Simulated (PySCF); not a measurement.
TeCl2, SMILES [Te](Cl)Cl.

Geometry optimised at PBE-D3(BJ)/def2-TZVP. The isomer is the one that the SMILES or the coordinates give; other isomers of the formula were not compared. The def2 effective core potentials stand for the cores of Te; spin–orbit coupling is left out.

These are PySCF 2.14.0 with PBE-D3(BJ)/def2-TZVP values and carry that method's errors.

Frequencies are harmonic and unscaled.

Computed harmonic wavenumbers and intensities:
```csv
mode,ν (cm⁻¹),IR (km/mol),Raman (Å⁴/amu),depolarisation,moving atoms (share of kinetic energy)
1,119,0.8,6.2,0.66,"Cl 84 %, Te 16 %"
2,351,51.5,7.2,0.75,"Cl 75 %, Te 25 %"
3,367,12.3,19.3,0.11,"Cl 80 %, Te 20 %"
```
